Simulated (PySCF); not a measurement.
## Spin-rotation constants: `C(#CC=C)C#CCBr`, C$_{7}$H$_{5}$Br

Geometry (Å), atoms numbered from 1 in this order:
```xyz
13

C    -3.757    0.025    0.090
C    -2.765    0.580    0.782
C    -1.410    0.399    0.472
C    -0.235    0.247    0.211
C     1.074    0.077   -0.080
C     2.229   -0.112   -0.390
C     3.616   -0.281   -0.682
Br    4.763    0.723    0.607
H    -3.567   -0.607   -0.762
H    -4.786    0.187    0.357
H    -2.965    1.215    1.637
H     3.925   -1.323   -0.593
H     3.873    0.113   -1.666
```

The calculation used GIAO CAM-B3LYP/pcSseg-1 magnetisability, rotational g tensor and spin-rotation constants, non-relativistic, gas phase in PySCF 2.14.0. Geometry: GFN2-xTB.

The calculation is non-relativistic, which matters for the atoms heavier than Zn.

Q: Give the nuclear spin-rotation constants along the inertial axes (H = +C I·J) beside the isotropic shieldings.

A: Rotational constants 8.5806, 0.3106, 0.3003 GHz. A star marks the isotopologue with that one atom substituted, in its own axes.
| atom | isotope | Caa (kHz) | Cbb (kHz) | Ccc (kHz) | mean (kHz) | σ (ppm) |
| --- | --- | --- | --- | --- | --- | --- |
| Br8 | 79Br | 10.406 | 0.305 | 0.857 | 3.856 | 2021.6 |
| H9 | 1H | -0.834 | 0.030 | -0.036 | -0.280 | 25.6 |
| H10 | 1H | 0.658 | -0.025 | -0.035 | 0.199 | 25.8 |
| H11 | 1H | -0.878 | 0.027 | -0.033 | -0.295 | 25.7 |
| H12 | 1H | -0.829 | -0.021 | 0.000 | -0.283 | 27.6 |
| H13 | 1H | -0.829 | -0.021 | 0.000 | -0.283 | 27.6 |
| C1 | 13C* | 3.712 | 0.134 | 0.039 | 1.295 | 42.4 |
| C2 | 13C* | 3.309 | 0.126 | 0.039 | 1.158 | 58.5 |
| C3 | 13C* | 0.194 | 0.105 | 0.113 | 0.137 | 100.3 |
| C4 | 13C* | 1.102 | 0.091 | 0.098 | 0.430 | 99.1 |
| C5 | 13C* | 0.781 | 0.097 | 0.099 | 0.326 | 102.1 |
| C6 | 13C* | 0.452 | 0.100 | 0.112 | 0.221 | 98.8 |
| C7 | 13C* | 1.375 | 0.043 | 0.055 | 0.491 | 154.2 |

For the geometry as given, no vibrational averaging.

Q: How do the rotational constants and the g tensor change when H9, H10, H11, H12, H13 are replaced by deuterium?

A: Constants 7.0361, 0.2904, 0.2799 GHz; g -0.0287, -0.0017, -0.0006, against -0.0346, -0.0018, -0.0006 before.
